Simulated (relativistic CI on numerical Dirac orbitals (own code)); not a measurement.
Tm⁶⁴⁺: sensitivity of the levels to the model

Base calculation: Dirac-Coulomb-Breit CI, KLI orbitals optimised for each configuration, model QED, unscaled Slater integrals.

Configurations in the expansion (outside the closed core 1s2): 2s²2p, 2s2p², 2p³, 2p²3s, 2p²3p, 2p²3d, 2s²3s, 2s²3p, 2s²3d, 2s2p3s, 2s2p3p, 2s2p3d, 2s²4s, 2s²4p, 2s²4d, 2s²4f. Levels of other configurations are missing.

The lowest level and the first level of each name with at least 55 % of one term (blank where a level has no safe partner in the second run):

```csv
Level,Base (eV),Shift (eV)
2s²2p ²P°1/2,0.00,0.00
2s²2p ²P°3/2,1065.32,+14.12
2s2p² ⁴P3/2,1234.07,-0.77
2s2p² ²D5/2,1273.49,+7.88
2s2p² ²P1/2,1340.09,-1.29
2s2p² ²D3/2,1342.20,+3.60
2s2p² ⁴P5/2,2317.60,+18.13
2s2p² ²S1/2,2418.40,+9.37
2s2p² ²P3/2,2419.31,+15.37
2p³ ⁴S°3/2,2613.83,+0.20
2p³ ²D°5/2,2636.72,+8.51
2p³ ²P°1/2,2689.59,-2.60
2s²3s ²S1/2,9031.86,+22.53
2s²3p ²P°1/2,9112.52,+18.39
```

At this charge energies of transitions that change n are usually good to better than 1 %, and those within a shell (Δn = 0) to a few per cent.

**Question.** One thing was changed in a second run, which moved the levels as shown. Which?
A. configuration mixing switched off
B. Breit term removed
C. valence Slater integrals scaled by 0.9
D. QED terms removed

**Answer.** B. Breit term removed. The Breit term mainly narrows fine-structure intervals, so removing it widens them.

LS names give the leading component of a level, which can be under half, so a name can repeat, a term be missing and a line seem to break the LS rules.
